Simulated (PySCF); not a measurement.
C₃H₅FOSi, SMILES C1C([SiH2]F)=CO1. Atoms are numbered in the order given.

```xyz
11

F      2.0322    -0.9669    -0.7283
Si     1.4758     0.3572     0.0475
C     -0.3475     0.1817     0.1339
C     -1.2344    -0.7559    -0.2775
O     -2.4039    -0.1853     0.1401
C     -1.5784     0.9191     0.6459
H      1.8969     1.5582    -0.7262
H      2.1104     0.4029     1.3942
H     -1.2275    -1.7207    -0.7912
H     -1.8463     1.8602     0.1416
H     -1.6905     1.0132     1.7369
```
Charge 0, spin multiplicity 1.

Coordinates come from a B3LYP-D3(BJ)/def2-SVP optimisation. This is a generated structure with no PubChem entry under its InChIKey; it may be hypothetical. Other conformers were not sampled.

The numbers are results of PBE/pcSseg-1 in PySCF, not measurements.

GIAO shieldings, no solvent; atoms alike by connectivity are averaged. δ = σ(ref) − σ: ¹⁹F against CFCl3 (σ = 133.6 ppm); ²⁹Si against TMS (σ = 335.4 ppm); ¹³C against TMS (σ = 182.0 ppm); ¹⁷O against H2O (σ = 334.3 ppm); ¹H against TMS (σ = 31.49 ppm), references at their B3LYP-D3(BJ)/def2-TZVP geometries, non-relativistic.

```
nucleus     atoms  count  δ (ppm)
-------  --------  -----  -------
¹⁹F            F1      1   -266.1
²⁹Si          Si2      1    -13.7
¹³C            C4      1    176.9
¹³C            C3      1    111.3
¹³C            C6      1     88.9
¹⁷O            O5      1    232.6
¹H             H9      1     7.51
¹H         H7, H8      2     5.91
¹H       H10, H11      2     5.74
```
